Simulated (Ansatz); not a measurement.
Total energies of FH₃O₃Sn, SMILES `[OH][Sn]([OH])([OH])[F]`.

Cartesian coordinates in Å:
```
O 0.9907 0.6868 1.4340
Sn 0.0789 0.0839 -0.1618
O 0.9479 -1.3930 -1.0456
O -1.7415 -0.4641 0.1993
F 0.1191 1.5986 -1.3217
H 1.4517 1.5189 1.2909
H 0.3289 -2.0938 -1.2711
H -2.1757 0.0627 0.8760
```

Total charge 0; spin multiplicity 1. Correlated methods include outer-core shells of Sn, which these sets cover unevenly. Sn takes the def2 core potential. The geometry is a stationary point of PBE0-D4/def2-TZVP. It is one conformer, not always the lowest. Basis def2-TZVPP, Ansatz 0.2.0.

RPA on PBE orbitals: Hartree–Fock energy of these orbitals -539.28478 Eh, correlation -1.90709 Eh (frozen core).

```json
{"functional": "PBE", "energy without D4 (Eh)": "-541.53407", "D4 term (kJ/mol)": "-14.8"}
{"functional": "r2SCANh", "energy without D4 (Eh)": "-541.76522", "D4 term (kJ/mol)": "-3.8"}
```

Give the same for LDA (SPW92), revPBE, BLYP, r2SCAN, B97M-V, PBE0, B3LYP, r2SCAN0, HSE06 (plane-wave form), BHLYP, CAM-B3LYP, LC-ωPBE, ωB97X-V, ωB97M-V, B2PLYP, PBE-QIDH. (Best estimate.)

Computed: 
```json
{"functional": "LDA (SPW92)", "energy without D4 (Eh)": "-539.27860", "D4 term (kJ/mol)": "–"}
{"functional": "revPBE", "energy without D4 (Eh)": "-541.80038", "D4 term (kJ/mol)": "-39.9"}
{"functional": "BLYP", "energy without D4 (Eh)": "-541.77426", "D4 term (kJ/mol)": "-31.8"}
{"functional": "r2SCAN", "energy without D4 (Eh)": "-541.79947", "D4 term (kJ/mol)": "-3.5"}
{"functional": "B97M-V", "energy without D4 (Eh)": "-541.76084", "D4 term (kJ/mol)": "–"}
{"functional": "PBE0", "energy without D4 (Eh)": "-541.53324", "D4 term (kJ/mol)": "-12.5"}
{"functional": "B3LYP", "energy without D4 (Eh)": "-541.93610", "D4 term (kJ/mol)": "-24.0"}
{"functional": "r2SCAN0", "energy without D4 (Eh)": "-541.71577", "D4 term (kJ/mol)": "-4.2"}
{"functional": "HSE06 (plane-wave form)", "energy without D4 (Eh)": "-541.51795", "D4 term (kJ/mol)": "-11.8"}
{"functional": "BHLYP", "energy without D4 (Eh)": "-541.64183", "D4 term (kJ/mol)": "-19.6"}
{"functional": "CAM-B3LYP", "energy without D4 (Eh)": "-541.76006", "D4 term (kJ/mol)": "-12.8"}
{"functional": "LC-ωPBE", "energy without D4 (Eh)": "-541.72058", "D4 term (kJ/mol)": "–"}
{"functional": "ωB97X-V", "energy without D4 (Eh)": "-541.73612", "D4 term (kJ/mol)": "–"}
{"functional": "ωB97M-V", "energy without D4 (Eh)": "-541.73091", "D4 term (kJ/mol)": "–"}
{"functional": "B2PLYP", "energy without D4 (Eh)": "-541.46660", "D4 term (kJ/mol)": "–"}
{"functional": "PBE-QIDH", "energy without D4 (Eh)": "-541.30113", "D4 term (kJ/mol)": "–"}
```

B3LYP takes the VWN-RPA correlation (the form of Gaussian; ORCA's B3LYP/G). HSE06 is the plane-wave form, built on full-range PBE exchange. The double hybrids freeze the cores in their second-order part.

LC-ωPBE has ω = 0.4 bohr⁻¹.
